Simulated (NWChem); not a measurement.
System: C₂HCl₃ cation, doublet; SMILES of the neutral closed-shell parent ClC=C(Cl)Cl

```xyz
6

Cl    -0.3634    -2.2068     0.0000
C     -0.9200    -0.6589     0.0000
C     -0.0654     0.4667     0.0000
Cl     1.5897     0.3168     0.0000
Cl    -0.7637     1.9793     0.0000
H     -2.0063    -0.5069     0.0000
```
Atoms are numbered in this order, from 1.

Level: PBE0/def2-SVP, spin-unrestricted (NWChem), optimised geometry, unscaled harmonic frequencies. In the optimisation the excess spin sits in a" (Cs, its own frame). The spin multiplicity was typed, not searched, and may not be the lowest.

Question: List the harmonic frequencies with IR intensities, and the thermochemistry.

Answer: 
```tsv
frequency (cm⁻¹)	IR intensity (km/mol)
152	4.4
183	1.2
298	0.5
415	1.5
480	3.3
680	28.3
808	16.6
978	161.4
1067	136.0
1280	17.5
1458	7.2
3213	52.6
```

```json
{
  "zero_point_energy": "15.7 kcal/mol",
  "thermal correction to the enthalpy at 298.15 K (with zero-point energy)": "19.7 kcal/mol",
  "heat capacity Cv": "16.6 cal/(mol K)",
  "entropy at 298.15 K and 1 atm (symmetry number 1, electronic part: spin degeneracy alone)": "78.8 cal/(mol K)"
}
```

Rigid rotor and harmonic oscillator.
